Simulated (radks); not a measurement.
Question: All-electron atom: Ni23+ in [He] 2s2 2p1 (the NIST ground configuration). Calculated with a radial shooting solver on a logarithmic mesh with Libxc functionals: non-relativistic Kohn-Sham, LB94 model potential, spin-polarised, spherical densities, point nucleus; open shells are filled with parallel spins first. Some entries of the table are withheld. Estimate them.

| orbital | occ. | eigenvalue (hartree) | <r> (bohr) | <1/r> (bohr^-1) |
|---|---|---|---|---|
| 1s down | 1 | -355.2146 | (1) | 27.63 |
| 1s up | 1 | -355.0667 | (2) | 27.62 |
| 2s up | 1 | -79.36264 | 0.2291 | 6.487 |
| 2s down | 1 | -78.78569 | 0.2297 | 6.467 |
| 2p up | 1 | -76.93853 | 0.1947 | (3) |
| 2p down | 0 | -76.41166 | 0.1948 | (4) |

Answer: 
(1) 1s down <r> (bohr): 0.05445
(2) 1s up <r> (bohr): 0.05447
(3) 2p up <1/r> (bohr^-1): 6.471
(4) 2p down <1/r> (bohr^-1): 6.474
